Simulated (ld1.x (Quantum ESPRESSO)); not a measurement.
# What the settings do to the TM semilocal potential of Eu (Z = 63)

Base potential:

ld1.x (Quantum ESPRESSO) 7.5 input, shortened:

```
&input
   title='Eu', zed=63., rel=1, dft='PBE', iswitch=3,
   config='[Xe] 4f7 5d0 6s0 6p0'
 /
 &inputp
   pseudotype=1, tm=.true., lloc=1,
   nlcc=.false.
 /
4
5S  1  0   2.00   0.00  1.80  1.80  0.0
5D  3  2   0.00   0.00  3.15  3.15  0.0
4F  4  3   7.00   0.00  0.85  0.85  0.0
5P  2  1   6.00   0.00  2.50  2.50  0.0
 &test
   configts(1)='4f7 5s2 5p6 5d0 6s0 6p0'
 /
```

All-electron outer shells of the reference configuration (PBE, scalar-relativistic, ld1.x):

```json
{"shell": "4p", "level (eV)": "-271.72", "outermost node (bohr)": "0.30", "outermost maximum (bohr)": "0.55"}
{"shell": "4d", "level (eV)": "-148.25", "outermost node (bohr)": "0.27", "outermost maximum (bohr)": "0.57"}
{"shell": "5s", "level (eV)": "-58.23", "outermost node (bohr)": "0.67", "outermost maximum (bohr)": "1.23"}
{"shell": "5p", "level (eV)": "-37.27", "outermost node (bohr)": "0.72", "outermost maximum (bohr)": "1.41"}
{"shell": "4f", "level (eV)": "-16.15", "outermost node (bohr)": "–", "outermost maximum (bohr)": "0.60"}
{"shell": "6s", "level (eV)": "-13.97", "outermost node (bohr)": "1.64", "outermost maximum (bohr)": "3.18"}
{"shell": "5d", "level (eV)": "-13.62", "outermost node (bohr)": "0.81", "outermost maximum (bohr)": "2.00"}
{"shell": "6p", "level (eV)": "-9.89", "outermost node (bohr)": "1.95", "outermost maximum (bohr)": "3.88"}
```

Cutoffs, loose and tight: the cutoffs (Ry, on a coarse ladder) from which the occupation-weighted sum of valence levels, in a spherical-Bessel basis at the reference potential, stays within 10 and 1 mRy of its value at 400 Ry. They do not see the model core or the augmentation charge, which bear on the density cutoff. Test errors are all-electron minus pseudo excitation energies from the reference, over the configurations 4f7 5s2 5p6 5d0 6s2 6p0; 4f7 5s2 5p6 5d0 6s1 6p0; 4f6 5s2 5p6 5d0 6s0 6p0; 4f7 5s2 5p6 5d0 6s0 6p2; 4f5 5s2 5p6 5d0 6s0 6p0; 4f7 5s2 5p6 5d0 6s1 6p1; 4f7 5s1 5p6 5d0 6s2 6p0. A dash means not determined; rows that change the core or the reference have their own tests. The largest error is taken over the tests solved by every variant that gives reliable tests at all: 4f5 5s2 5p6 5d0 6s0 6p0; 4f6 5s2 5p6 5d0 6s0 6p0; 4f7 5s1 5p6 5d0 6s2 6p0; 4f7 5s2 5p6 5d0 6s1 6p0; 4f7 5s2 5p6 5d0 6s2 6p0.

Cutoffs are not given where the Bessel-basis levels miss the radial ones by over 6 mRy, ghosts where they miss by over 20 mRy; a channel whose overlap is not positive is not tested.

A semilocal file is local in each channel, so a ghost entry of none says nothing of the separable form that plane-wave codes build from it.

```tsv
change	outcome	bound ghosts	largest test error (meV)
base	generated	not determined	+786
wave 5s (bound): rc 1.80 bohr becomes 5s (bound): rc 1.12 bohr	generated	not determined	+356
wave 5s (bound): rc 1.80 bohr becomes 5s (bound): rc 1.36 bohr	generated	not determined	+289
wave 5s (bound): rc 1.80 bohr becomes 5s (bound): rc 1.54 bohr	generated	not determined	+326
wave 5s (bound): rc 1.80 bohr becomes 5s (bound): rc 1.68 bohr	generated	not determined	+433
wave 5s (bound): rc 1.80 bohr becomes 5s (bound): rc 1.82 bohr	generated	not determined	+951
wave 5s (bound): rc 1.80 bohr becomes 5s (bound): rc 2.02 bohr	generated	not determined	+1914
wave 5s (bound): rc 1.80 bohr becomes 5s (bound): rc 2.14 bohr	generated	not determined	+2598
wave 5s (bound): rc 1.80 bohr becomes 5s (bound): rc 2.34 bohr	generated	not determined	+4329
wave 5s (bound): rc 1.80 bohr becomes 5s (bound): rc 2.56 bohr	generated	not determined	+5781
wave 5s (bound): rc 1.80 bohr becomes 5s (bound): rc 2.68 bohr	generated	not determined	+6719
```
